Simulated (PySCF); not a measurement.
CH8FNSi2, SMILES F[SiH2][SiH2]CN.

Geometry: B3LYP-D3(BJ)/def2-SVP. The structure was generated by enumeration, and PubChem lists no compound with its InChIKey, so it may never have been made. The values are those of a single conformer.

Calculation: B3LYP/def2-TZVP run with PySCF.

Isolated molecule, no solvent.

The total energy comes out as -776.69636 hartree and the highest occupied level comes out as -6.47 eV. The lowest empty level is -0.85 eV. The orbital gap is 5.62 eV and the dipole moment is 1.79 D. The quadrupole, principal values (traceless, Buckingham form, about the centre of nuclear charge) is -5.94, -0.15, 6.09 D·Å, the mean static polarisability is 78.5 bohr³ (11.64 Å³) and the polarisability, principal values is 65.0, 70.7, 99.9 bohr³.
